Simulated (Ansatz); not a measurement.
Geometry optimisation, Ansatz 0.2.0, RKS B3LYP-D4/def2-SVP.

input.yaml

```yaml
crystal:
  periodic: [false, false, false]
  atoms:
    - { symbol: C, position_ang: [-1.6359, -0.66, 1.0306] }
    - { symbol: O, position_ang: [-0.4826, 0.1147, 0.9909] }
    - { symbol: C, position_ang: [0.2349, -0.1914, -0.1852] }
    - { symbol: C, position_ang: [1.4247, -1.2089, 0.1661] }
    - { symbol: B, position_ang: [0.9342, 1.1499, -0.7309] }
    - { symbol: "N", position_ang: [0.0571, 2.33, -1.1755] }
    - { symbol: H, position_ang: [-2.1735, -0.411, 1.9837] }
    - { symbol: H, position_ang: [-2.3218, -0.2734, 0.1905] }
    - { symbol: H, position_ang: [-1.4933, -1.6931, 1.0007] }
    - { symbol: H, position_ang: [-0.3523, -0.5897, -0.9855] }
    - { symbol: H, position_ang: [1.9563, -1.4487, -0.7058] }
    - { symbol: H, position_ang: [0.9001, -2.1564, 0.5312] }
    - { symbol: H, position_ang: [1.962, -0.8126, 0.9634] }
    - { symbol: H, position_ang: [2.0822, 1.2735, -0.7616] }
    - { symbol: H, position_ang: [0.32782, 2.50458, -2.17795] }
    - { symbol: H, position_ang: [0.33406, 3.17793, -0.60106] }
basis:
  gaussian: { orbitals: def2-SVP }
hamiltonian:
  xc: b3lyp
  dispersion: d4
relax:
  f_tol: 0.015
  max_steps: 40
output:
  orbitals: {}
```

Command:

```bash
$ ansatz run input.yaml --threads 2 --pin off --max-ram 3072MiB --backend cpu --events-out ev --progress --plain --runs-dir out
```

**Question.** Where does it end, and by what steps?

**Answer.** It converged. After 20 steps the energy has fallen by 2.279 eV; H14 moved furthest, 1.32 Å.

```csv
step,energy less start (eV),largest force component (eV/Å),accepted
0,0.0000,5.071,yes
1,-0.6563,1.681,yes
2,-0.7576,0.762,yes
3,-0.7946,0.263,yes
4,-0.8518,0.395,yes
5,-0.9786,1.146,yes
6,-1.1770,1.803,yes
7,-1.4452,1.703,yes
8,-1.8021,1.624,yes
9,-2.0587,1.066,yes
10,-2.1480,1.329,yes
11,-2.1876,1.700,yes
12,-2.2420,0.417,yes
13,-2.2533,0.379,yes
14,-2.2633,0.222,yes
15,-2.2750,0.176,yes
16,-2.2758,0.153,yes
17,-2.2784,0.061,yes
18,-2.2787,0.033,yes
19,-2.2783,0.058,no
20,-2.2792,0.013,yes
```

```xyz
16
Properties=species:S:1:pos:R:3
C -1.666 -0.577 0.970
O -0.682 0.325 0.547
C 0.261 -0.183 -0.400
C 1.295 -1.107 0.256
B 0.938 1.051 -1.140
N 0.537 2.333 -0.800
H -2.350 -0.040 1.645
H -2.257 -0.974 0.118
H -1.250 -1.443 1.524
H -0.287 -0.771 -1.172
H 2.016 -1.469 -0.493
H 0.832 -1.990 0.725
H 1.856 -0.566 1.036
H 1.788 0.876 -1.983
H 0.903 3.183 -1.208
H -0.180 2.459 -0.091
```

Whether the end is a true minimum wasn't checked by a vibrational analysis.

The run took 88 s on 2 threads of Arm Neoverse V2 (shared host), peak memory 0.36 GiB.
